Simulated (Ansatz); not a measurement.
Coupled-cluster diagnostics for Cr(SH)2 (CrH2S2), Ansatz.

Geometry of the quintet (PBE-D4/def2-TZVP):

```
atom   x (Å)   y (Å)   z (Å)
 Cr1   0.000  -0.003   0.001
  S2   1.634   1.092   1.103
  H3   2.198  -0.030   1.623
  S4  -1.635  -1.092  -1.106
  H5  -2.197   0.033  -1.621
```

Correlated methods freeze 15 core orbitals; core or outer-core shells of Cr are correlated, in sets that lack core-valence functions.

Geometry of the charge 0 singlet (PBE-D4/def2-TZVP):

```xyz
5

Cr    0.132   -0.010   -0.097
S     0.220   -0.132    1.871
H     0.839    1.379   -0.411
S    -1.698    0.243   -0.788
H     0.508   -1.480   -0.575
```

(1) Estimate the CCSD(T) correlation energy, the shares of MP2 and (T), T1 and the reference's ⟨S²⟩ for: charge 0, quintet, own geometry in def2-TZVPP; charge 0, singlet, own geometry in def2-TZVPP; and the rough time on 4 threads of Arm Neoverse V1 on a shared host.

## Answers

(1) 
```
                          state       basis  correlation (eV)  MP2 share (%)  (T) share (%)     T1  ⟨S²⟩ (pure)  wall time                                                    remarks
charge 0, quintet, own geometry  def2-TZVPP           -23.382           89.9            4.1  0.033  6.04 (6.00)    7.2 min                                                          –
charge 0, singlet, own geometry  def2-TZVPP           -32.244          106.6            8.3  0.066  0.00 (0.00)       75 s  flagged by the program, large T1, restricted SCF unstable
```
Customary marks for T1 are 0.02 (closed shells), 0.045 (open shells) and about 0.05 (3d metals). T1 exceeds 0.02 in 2 of 2 rows and 0.045 in 1; the higher it lies, the less the single-reference result can be trusted.
